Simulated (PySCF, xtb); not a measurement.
# A geometry optimisation of C2H4AlI with r2SCAN-D4/def2-SVP

The starting geometry of this gas-phase singlet was built from a drawn formula by distance geometry and a force field; its bonds are those of `C=[C]([AlH2])I`.

```csv
atom,x (Å),y (Å),z (Å)
C,0.3499,-1.5604,2.9492
C,-0.1993,-2.0540,1.8537
Al,0.9050,-2.2052,0.1770
I,-2.1726,-2.6371,1.8185
H,-0.2757,-1.4770,3.8646
H,1.3696,-1.2035,3.0130
H,0.2548,-2.8289,-1.1098
H,2.4332,-1.7793,0.2056
```

Q: Predict what becomes of its bonds when it is optimised with r2SCAN-D4/def2-SVP.

A: It keeps its bonds, and is `C=[C]([AlH2])I`.

The energy falls by 0.15 eV over 8 steps:

| step | E − E(last) (eV) |
| --- | --- |
| 1 | 0.147 |
| 2 | 0.051 |
| 3 | 0.005 |
| 4 | 0.000 |
| 5 | 0.000 |
| 6 | 0.000 |
| 7 | 0.000 |
| 8 | 0.000 |

Final geometry (Å):

```xyz
8

C     0.3415   -1.5505    2.9643
C    -0.1452   -2.0440    1.8131
Al    0.8920   -2.2366    0.1670
I    -2.1995   -2.6709    1.7557
H    -0.2374   -1.4418    3.8898
H     1.3917   -1.2276    3.0003
H     0.2399   -2.8350   -1.1438
H     2.4048   -1.7557    0.2520
```

From the same start GFN2-xTB ends elsewhere, differing in Al3–I4 (2.68 against 3.50 Å here).

No frequencies were run, so the end isn't proven a minimum. Atoms past krypton carry core potentials, without spin–orbit terms. Run with PySCF 2.14.0, 96 s on 2 threads of Arm Neoverse V1 (shared host).
